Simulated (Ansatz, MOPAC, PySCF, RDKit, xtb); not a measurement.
Torsion H3–O1–Te2–H4 in H2OTe (SMILES O[TeH]); at each angle all else is relaxed with GFN2-xTB, and the levels are single points there.
Geometry at 90° (charge 0, multiplicity 1):
```
atom    x (Å)    y (Å)    z (Å)
----  -------  -------  -------
O     -1.0605   0.3097   0.2852
Te     0.8318   0.7418  -0.1552
H     -1.4146  -0.3363  -0.3256
H      0.3998   1.9725  -1.1617
```

```csv
level,energy at 0° less that at 90° (kJ/mol),cost
UFF,14.3,-
GFN-FF,7.8,-
AM1,20.6,-
PM3,14.0,-
PM7,15.0,-
GFN1-xTB,11.5,-
HF/STO-3G,19.6,-
HF/3-21G,23.8,-
HF/def2-SVP,17.5,-
HF/def2-TZVPP,17.5,-
HF/def2-QZVPP,17.2,-
SVWN5/def2-TZVPP,19.0,×0.7
PBE/def2-TZVPP,17.7,×1
PBE-D4/def2-TZVPP,17.6,×1
BLYP/def2-TZVPP,17.0,×0.9
BLYP-D3(BJ)/def2-TZVPP,16.9,×0.9
BLYP-D4/def2-TZVPP,16.9,×0.9
r2SCAN/def2-TZVPP,18.0,×2
r2SCAN-D3(BJ)/def2-TZVPP,18.0,×2
B3LYP/3-21G,29.3,-
B3LYP/LANL2DZ,21.6,-
B3LYP/def2-TZVPP,17.2,×1
B3LYP-D3(BJ)/def2-TZVPP,17.1,×1
B3LYP-D4/def2-TZVPP,17.1,×1
PBE0/def2-TZVPP,17.8,×1
PBE0-D3(BJ)/def2-TZVPP,17.7,×1
PBE0-D4/def2-TZVPP,17.7,×1
M06-2X/def2-TZVPP,17.1,-
wB97X-V/def2-TZVPP,17.9,×3
wB97M-V/def2-TZVPP,17.7,×3
MP2/def2-SVP,19.3,-
"MP2/CBS(def2-TZVPP, def2-QZVPP)",17.6,-
SCS-MP2/def2-SVP,18.8,-
SCS-MP2/def2-TZVPP,18.0,-
SCS-MP2/def2-QZVPP,17.5,-
CCSD/def2-SVP,18.8,-
CCSD/def2-TZVPP,18.0,-
CCSD(T)/def2-SVP,19.1,×1
CCSD(T)/def2-TZVPP,18.2,×5
"MP2/CBS(def2-TZVPP, def2-QZVPP) + ΔCCSD(T)/def2-TZVPP",17.5,×10
```

The rows run from 7.8 (GFN-FF) to 29.3 kJ/mol (B3LYP/3-21G). The dispersion term adds 0.0 in PBE-D4, -0.1 in BLYP-D3(BJ), -0.1 in BLYP-D4. The 9 functionals in def2-TZVPP without D3 or D4 span 2.0, from BLYP to SVWN5.

On the grid 0° to 330°, 0° is the highest and 90° the lowest point at MP2/CBS(def2-TZVPP, def2-QZVPP) + ΔCCSD(T)/def2-TZVPP.

Frozen-core correlation. Filled d and f shells under p-block atoms count as core. CBS: X⁻³ extrapolation of the correlation energy, Hartree–Fock from the larger set. Rows in 3-21G, LANL2DZ, STO-3G carry no dispersion term and start afresh at each structure; the Pople sets are all-electron and without relativity. LANL2DZ brings its own core potentials from Na on. The state that AM1, PM3, PM7 reach isn't checked; PM7 holds dispersion and hydrogen-bond terms.

Run with Ansatz (a quantum-chemistry and plane-wave program) with Gaussian orbitals; MOPAC for AM1, PM3, PM7 (differences of heats of formation); PySCF for 3-21G rows, LANL2DZ rows, M06-2X, STO-3G rows, the dispersion terms; RDKit for the force fields; xtb for the GFN methods. Values without a source in brackets are computed. In def2 rows elements past Kr take small-core potentials, without spin–orbit coupling.

Costs are rough ratios of core time to PBE/def2-TZVPP (about 2.1 s over the structures, on one shared machine); a dash marks a level with no comparable run of its own.
